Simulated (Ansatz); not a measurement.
Species: C4H6BN, SMILES `B/C(C)=C\C#N` (charge 0, multiplicity 1).

Give a relaxed geometry from CAM-B3LYP-D3(BJ)/def2-TZVP (Ansatz, a first-principles code).

Several could match; the one computed here: the end point of this relaxation, one of several conformers (outside a Z-matrix the atoms follow the SMILES, hydrogens last).
Cartesian coordinates (Å) in one orientation:
```xyz
12

B      0.586     1.440     0.112
C     -0.151     0.074     0.066
C     -1.650     0.034     0.100
C      0.537    -1.075    -0.004
C      1.960    -1.176    -0.042
N      3.096    -1.326    -0.076
H      1.771     1.484     0.085
H     -0.048     2.446     0.175
H     -2.043    -0.981     0.061
H     -2.064     0.598    -0.737
H     -2.022     0.515     1.007
H      0.027    -2.033    -0.036
```
